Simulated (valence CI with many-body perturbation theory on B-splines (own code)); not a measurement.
W³⁵⁺: magnetic and hyperfine properties of the levels

Computed by relativistic CI+MBPT: three valence electrons over a frozen Dirac-Fock core [Kr], a basis of 9 s, 9 p, 10 d, 8 f, 5 g, 3 h, 1 i functions for each j, with the one-electron correlation potential Σ1 (screened to all orders), the two-electron term Σ2, the three-electron term Σ3, Breit, model QED; selected single and double excitations, second order for the rest (own B-spline code, finite nucleus).

No measured spectrum was set against this ion. As an estimate, large intervals hold to a few tenths of a per cent, small ones and those within an open d or f shell to about a per cent. Only levels of the ground parity were solved; by the run's estimate the other parity begins above the list, which can be wrong where configurations are misplaced.

A/g_I is the dipole constant over the nuclear g factor μ/I (μ in nuclear magnetons, uniformly magnetised nucleus), B/Q the quadrupole constant per barn. Both hold the static response of the core; the bare values leave it out. Large factors of s and p1/2 electrons are usually good to 5 to 10 %; those of open d and f shells near neutrality can be off by tens of per cent, and small factors of p3/2, d and f electrons come from cancelling terms and can be off by a factor of two or in sign, in half-filled shells by more. B is blank for J = 1/2, where it vanishes, and for nearly pure S terms. Energies count from the lowest level.

Levels are named by their leading jj configuration (3d3/2^4 stands for four electrons in 3d with j = 3/2), which in mixed levels can hold well under half, so a name can repeat and another be missing. Letters in brackets count levels of one name in rising energy.

| Level | E (eV) | g | A/g_I (MHz) | A/g_I bare | B/Q (MHz/b) | B/Q bare |
| --- | --- | --- | --- | --- | --- | --- |
| (4d3/2^3) J=3/2 | 0.000 | 0.688 | 27100 | 26100 | -15900 | -15400 |
| (4d3/2^2 4d5/2) J=5/2 [a] | 15.057 | 1.053 | 15100 | 14900 | -8530 | -8270 |
| (4d3/2^2 4d5/2) J=3/2 | 17.473 | 1.205 | 11800 | 12000 | -4070 | -3930 |
| (4d3/2^2 4d5/2) J=7/2 | 18.865 | 1.057 | 16200 | 16000 | 5470 | 5240 |
| (4d3/2^2 4d5/2) J=9/2 | 19.227 | 1.052 | 16800 | 16700 | 18400 | 17700 |
| (4d3/2^2 4d5/2) J=1/2 | 19.434 | 1.862 | -13200 | -11300 |  |  |
| (4d3/2^2 4d5/2) J=5/2 [b] | 27.356 | 1.303 | 8790 | 9230 | 26200 | 25200 |
| (4d3/2 4d5/2^2) J=7/2 [a] | 33.743 | 1.103 | 12400 | 12400 | -722 | -710 |
| (4d3/2 4d5/2^2) J=9/2 | 35.422 | 1.138 | 12700 | 12700 | 5740 | 5470 |
| (4d3/2 4d5/2^2) J=3/2 [a] | 37.133 | 1.130 | 14100 | 14200 | -16900 | -16200 |
| (4d3/2 4d5/2^2) J=1/2 | 38.231 | 1.466 | -5250 | -4320 |  |  |
| (4d3/2 4d5/2^2) J=5/2 [a] | 39.080 | 1.246 | 4920 | 5270 | 22800 | 22000 |
| (4d3/2 4d5/2^2) J=11/2 | 39.179 | 1.087 | 14400 | 14300 | 35900 | 34500 |
| (4d3/2 4d5/2^2) J=5/2 [b] | 41.811 | 1.105 | 15100 | 15100 | -7930 | -7640 |
| (4d3/2 4d5/2^2) J=7/2 [b] | 42.455 | 1.098 | 14800 | 14700 | 7360 | 7140 |
| (4d3/2 4d5/2^2) J=3/2 [b] | 49.218 | 0.943 | 22600 | 22200 | 20400 | 19700 |
| (4d5/2^3) J=9/2 | 53.881 | 1.152 | 10400 | 10500 | 3730 | 3600 |
| (4d5/2^3) J=3/2 | 59.173 | 1.080 | 12300 | 12200 | 3860 | 3700 |
| (4d5/2^3) J=5/2 | 63.062 | 1.162 | 10400 | 10600 | 3620 | 3490 |

Task: Take the isotope of mass number 183, with I = 1/2, μ = 0.11739 μN. What is the hyperfine structure of (4d3/2^2 4d5/2) J=1/2?

Result: From the table A = -3110 MHz. Shifts from the centre of gravity in MHz: F = 0: 2330, F = 1: -778.
